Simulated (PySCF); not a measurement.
**Electron correlation in Ir²⁺ (iridium, charge +2)**

[Xe] 4f14 5d6 6s1, high-spin 6D determinant (an excited configuration). Calculation: PySCF 2.14, in aug-cc-pVTZ-PP with ECP60MDF (6s6p5d3f2g, 88 functions); a scalar-relativistic core potential. Frozen: 5s2 5p6; 7 electrons correlated.

| level | correlation energy (mhartree) |
| --- | --- |
| CCSD | -135.03 |
| (T) | -3.34 |
| CCSD(T) | -138.37 |

Diagnostics: T1 = 0.0044, D1 = 0.0139, largest double amplitude 0.021.

Spin-orbit coupling, absent here, splits the open shell strongly.

Cost of the coupled-cluster step: roughly 30 core-seconds, for 7 correlated electrons.
